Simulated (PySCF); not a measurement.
Magnetic shielding above rings: a mixed set.

NICS is the negative of the GIAO shielding at a point without a nucleus: at the ring centre (0) and 1 Å above and below it (1); zz is the component along the ring normal. Level: GIAO PBE0/pcSseg-1 (PySCF, non-relativistic, gas phase) on the GFN2-xTB geometries, one conformer each. Atom numbers follow the mapped SMILES.

**Question.** Order these rings by mean NICS(1)zz, lowest (most negative) first (ppm).
A. ring C2–C3–O5–C6 in `[F:1][C:2]1=[C:3]([F:4])[O:5][CH2:6]1`
B. ring C2–Si3–Si4–C5–C6–Si9 in `[F:1][C@@H:2]1[SiH2:3][SiH2:4][CH2:5][C@@H:6]([O:7][SiH3:8])[SiH2:9]1`
C. ring C3–C4–N5–N7–N8 in `[CH3:1][S:2][c:3]1[cH:4][n:5]([SiH3:6])[n:7][n:8]1`
D. ring C1–C2–C3–C4–C5–C6 in `[CH2:1]1[CH2:2][CH2:3][CH2:4][CH2:5][CH2:6]1`
E. ring C2–C3–C4–C5–C7–C8 in `[OH:1][c:2]1[cH:3][cH:4][c:5]([F:6])[cH:7][c:8]1[OH:9]`
F. ring N5–N6–C7–C8–N10 in `[CH3:1][Si:2]([CH3:3])([CH3:4])[n:5]1[n:6][cH:7][c:8]([SiH3:9])[n:10]1`
G. ring C3–C4–P5–C6–C9–C11 in `[CH2:1]=[CH:2][c:3]1[cH:4][p:5][c:6]([CH:7]=[O:8])[c:9]([SiH3:10])[cH:11]1`

**Answer.** F (-35.2), C (-32.0), E (-24.8), G (-23.7), A (-6.3), B (0.3), D (3.1).

| SMILES | ring | NICS(0) | NICS(1) | NICS(1)zz | HOMA | rms pucker (Å) | ring atoms with four or more neighbours |
| --- | --- | --- | --- | --- | --- | --- | --- |
| C[Si](C)(C)n1ncc([SiH3])n1 | 5-membered ring with 3 N; formal bonds all aromatic | -13.2 | -14.1 | -35.2 | 0.96 | 0.00 | 0 |
| CSc1cn([SiH3])nn1 | 5-membered ring with 3 N; formal bonds all aromatic | -12.1 | -12.8 | -32.0 | 0.92 | 0.00 | 0 |
| Oc1ccc(F)cc1O | 6-membered carbocycle; formal bonds all aromatic | -12.0 | -10.9 | -24.8 | 0.98 | 0.00 | 0 |
| C=Cc1cpc(C=O)c([SiH3])c1 | 6-membered ring with P; formal bonds all aromatic | -5.9 | -9.9 | -23.7 | 0.91 | 0.01 | 0 |
| FC1=C(F)OC1 | 4-membered ring with O; formal bonds 1 double, 3 single | -18.4 | -2.9 | -6.3 | – | 0.00 | 1 |
| F[C@@H]1[SiH2][SiH2]C[C@@H](O[SiH3])[SiH2]1 | 6-membered ring with 3 Si; formal bonds all single | -2.4 | -3.0 | 0.3 | – | 0.28 | 6 |
| C1CCCCC1 | 6-membered carbocycle; formal bonds all single | -1.9 | -2.2 | 3.1 | – | 0.24 | 6 |

NICS(0) gives another order. The isotropic NICS(1) gives another order. Over the 4 rings with a HOMA value its correlation coefficient with NICS(1)zz is -0.01. HOMA uses Krygowski's 1993 parameters; it is left out where a ring has a four-coordinate atom, a triple bond, no multiple bond or a kind of bond without parameters. NICS(1) and NICS(1)zz are means over the two faces.
